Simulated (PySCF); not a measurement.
Structure problem from calculated spectra and properties.

Formula: C4H12N2P2.

| Quantity | Value |
| --- | --- |
| Rotational structure | rotational constants A, B, C: 1.659, 1.404, 0.981 GHz [PBE0-D3(BJ)/def2-SVP] |
| Polarisability | 118.7 au [CAM-B3LYP/def2-SVPD] |
| UV, first state | lowest singlet excitation: 4.56 eV (272 nm, f = 0.008) [TDDFT CAM-B3LYP/def2-SVPD] |
| Triplet | lowest triplet excitation (Tamm–Dancoff): 3.88 eV [TDA CAM-B3LYP/def2-SVPD] |
| UV, strongest line | among the 10 lowest singlet transitions: S2 at 5.07 eV (244 nm, f = 0.214) [TDDFT CAM-B3LYP/def2-SVPD] |
| Dipole | 1.53 D [CAM-B3LYP/def2-SVPD] |
| Valence photoelectron | vertical ionisation energy: 7.36 eV [ΔSCF CAM-B3LYP/def2-SVPD] |
| 13C NMR | chemical shifts (computed TMS as zero) by class: 56.5 (2 C), 35.9 (2 C) ppm [GIAO PBE0/pcSseg-1] |
| 1H NMR | chemical shifts (computed TMS as zero) by class: 2.90 (4 H), 2.43 (6 H), 1.93 (2 H) ppm [GIAO PBE0/pcSseg-1] |

Gas-phase values; electronic properties from PySCF, density fitting. Levels stand in brackets. NMR shifts are as computed; neighbouring signals can stand in another order in a measured spectrum. Geometry: PBE0-D3(BJ)/def2-SVP, one conformer, isolated molecule. NMR classes are plain means over equivalent atoms (diastereotopic ones count apart unless rotation or inversion swaps them), as if these changed places fast.

Question: Give a SMILES that accounts for the data.

Answer: Numbering: `[CH3:1][N:2]1[CH2:3][CH2:4][N:5]([CH3:6])[P:7]1[PH2:8]`. 4 carbons fall into 2 classes; from least to most shielded: ring sp3 carbon bound to nitrogen [C3/C4] (56.5 ppm, 2 C), N-methyl carbon [C1/C6] (35.9 ppm, 2 C, up to 4.3 ppm apart in this geometry). Hydrogen classes from least to most shielded: 4 H on 2 like atoms (sp3 carbon bound to nitrogen), C3/C4 (2.90 ppm, a mean of values up to 0.8 ppm apart in this geometry), 6 H on 2 N-methyl carbons, C1/C6 (2.43 ppm, a mean of values up to 0.6 ppm apart in this geometry), 2 H on a three-coordinate phosphorus, P8 (1.93 ppm, a mean of values up to 0.7 ppm apart in this geometry). The first electron is taken from the HOMO, whose largest Löwdin shares are 0.30 on a three-coordinate phosphorus, 0.28 on a three-coordinate phosphorus, 0.16 on a nitrogen bonded to 2 C and P and 0.11 on a nitrogen bonded to 2 C and P. The optimised geometry has point group C1 and is an asymmetric top. Structure: `N1(C)CCN(C)P1P`. The assignments are read from this structure; whether some other isomer fits the data as well wasn't checked.
